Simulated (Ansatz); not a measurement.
Geometry optimisation, Ansatz 0.2.0, RKS PBE/def2-SVP.

Input:

```yaml
crystal:
  periodic: [false, false, false]
  atoms:
    - { symbol: Ga, position_ang: [0.0, 0.0, 0.0] }
    - { symbol: H, position_ang: [0.0, 0.0, 1.57] }
    - { symbol: "N", position_ang: [1.6714, 0.0, -0.965] }
    - { symbol: H, position_ang: [2.138, -0.9179, -1.2168] }
    - { symbol: H, position_ang: [2.1227, 0.9179, -1.2432] }
    - { symbol: "N", position_ang: [-1.6714, 0.0, -0.965] }
    - { symbol: H, position_ang: [-2.3403, -0.8164, -0.8664] }
    - { symbol: H, position_ang: [-1.9204, 0.8164, -1.5936] }
basis:
  gaussian: { orbitals: def2-SVP }
hamiltonian:
  xc: pbe
relax:
  f_tol: 0.02
  max_steps: 40
output:
  orbitals: {}
```

Run as:

```bash
$ ansatz run input.yaml --threads 2 --pin off --max-ram 3072MiB --backend cpu --events-out ev --progress --plain --runs-dir out
```

Where does it end, and by what steps?

The forces met the threshold. The force dipped under the threshold on the way, but the program's further checks kept it going. After 12 steps the energy has fallen by 1.185 eV; H4 moved furthest, 1.38 Å.

| step | energy less start (eV) | largest force component (eV/Å) | accepted |
| --- | --- | --- | --- |
| 0 | 0.0000 | 1.690 | yes |
| 1 | -0.3948 | 1.130 | yes |
| 2 | -0.6197 | 0.793 | yes |
| 3 | -0.7391 | 0.743 | yes |
| 4 | -0.8335 | 0.744 | yes |
| 5 | -0.9201 | 0.550 | yes |
| 6 | -1.0046 | 0.569 | yes |
| 7 | -1.0906 | 0.397 | yes |
| 8 | -1.1532 | 0.242 | yes |
| 9 | -1.1811 | 0.073 | yes |
| 10 | -1.1843 | 0.013 | yes |
| 11 | -1.1842 | 0.113 | no |
| 12 | -1.1846 | 0.011 | yes |

```xyz
8
Properties=species:S:1:pos:R:3
Ga -0.002 0.039 0.003
H -0.010 0.137 1.564
N 1.564 0.017 -0.947
H 1.603 0.117 -1.963
H 2.453 0.280 -0.520
N -1.558 -0.063 -0.955
H -2.457 -0.252 -0.509
H -1.593 -0.273 -1.954
```

Whether the end is a true minimum wasn't checked by a vibrational analysis.

Time of the run: 9.5 s on 2 threads of Intel(R) Xeon(R) 6975P-C (Granite Rapids) (shared host), peak memory 0.14 GiB.
